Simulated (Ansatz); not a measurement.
The first iterations of a band of AlBFH₄S (8 atoms, charge 1, multiplicity 1).

Level of theory: RKS PBE0-D4/def2-SVP in Ansatz 0.2.0.

* movable images: 7
* climbing image: yes
* spring: 5.0 eV/Å²
* optimiser: quadratic models (default)
* start path: through a guess of the saddle point
* force threshold: 0.05 eV/Å
* iteration limit: 60
* end points: relaxed

Image 0:

```xyz
8
Properties=species:S:1:pos:R:3
B 0.455 1.652 -0.243
S 0.818 -0.145 -0.380
Al -0.687 -1.544 0.782
F -1.027 -2.708 -0.317
H 0.509 2.286 -1.254
H 0.247 2.033 0.873
H 0.702 -0.462 -1.694
H -1.017 -1.111 2.234
```

Image 8:

```xyz
8
Properties=species:S:1:pos:R:3
B 0.384 0.919 -0.374
S 0.274 -0.655 -1.029
Al -0.744 -1.615 0.821
F -0.992 -3.200 0.494
H 0.947 2.135 -0.998
H 0.128 1.560 0.604
H 1.035 1.539 -1.552
H -1.031 -0.683 2.033
```

| iteration | highest image above the first end (eV) | largest band force component (eV/Å) |
| --- | --- | --- |
| 1 | 2.788 | 7.549 |
| 2 | 1.917 | 3.329 |
| 3 | 1.630 | 1.446 |
| 4 | 1.562 | 1.469 |
| 5 | 1.514 | 1.006 |

Question: Does the band converge within its limit, and where does its top end?

Answer: The run converged. It ended after 15 iterations with the highest image 1.636 eV above the first end. A vibrational analysis at the climbing image gives one clearly imaginary mode, 1202i cm⁻¹: a first-order saddle point. The orbitals stay closed-shell, which can raise the energy where a bond breaks towards radicals; this wasn't checked here.

Time of the run: 100 s on 2 threads of Intel(R) Xeon(R) 6975P-C (Granite Rapids), on a shared host, peak memory 0.18 GiB.
